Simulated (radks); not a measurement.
The nuclear charge of neutral tin is varied continuously with 50 electrons held in [Kr] 4d10 5s2 5p2. All-electron calculation, Dirac Kohn-Sham, PBE, spin-unpolarised, spherical densities, finite nucleus; open shells fill j = l - 1/2 first; Fermi nuclear charge, rms radius 4.6519 fm. Program: a radial shooting solver on a logarithmic mesh with Libxc functionals. By the Hellmann-Feynman theorem dE/dZ = E(electron-nucleus)/Z, the electronic potential at the nucleus (averaged over a nucleus of fixed radius).

| Z | E (hartree) | E(electron-nucleus)/Z (hartree) | HOMO | e(HOMO) (eV) | <r> HOMO (bohr) |
|---|---|---|---|---|---|
| 49.8 | -6119.03298 | -298.302 | 5p1/2 | -2.444 | 3.352 |
| 49.9 | -6148.90522 | -299.143 | 5p1/2 | -3.122 | 3.255 |
| 50 | -6178.86155 | -299.984 | 5p1/2 | -3.831 | 3.170 |
| 50.1 | -6208.90193 | -300.824 | 5p1/2 | -4.569 | 3.092 |
| 50.2 | -6239.02635 | -301.664 | 5p1/2 | -5.335 | 3.022 |
| 50.3 | -6269.23478 | -302.504 | 5p1/2 | -6.127 | 2.957 |
| 50.4 | -6299.52722 | -303.344 | 5p1/2 | -6.943 | 2.898 |
| 50.5 | -6329.90366 | -304.184 | 5p1/2 | -7.783 | 2.842 |
| 50.6 | -6360.36409 | -305.024 | 5p1/2 | -8.647 | 2.791 |
| 50.7 | -6390.90853 | -305.864 | 5p1/2 | -9.532 | 2.742 |
| 50.8 | -6421.53697 | -306.704 | 5p1/2 | -10.439 | 2.697 |
| 50.9 | -6452.24942 | -307.545 | 5p1/2 | -11.367 | 2.653 |
| 51 | -6483.04590 | -308.385 | 5p1/2 | -12.315 | 2.613 |

The central difference of E at Z = 50 is -299.984 hartree, to compare with the third column; the second derivative is -8.41 hartree.
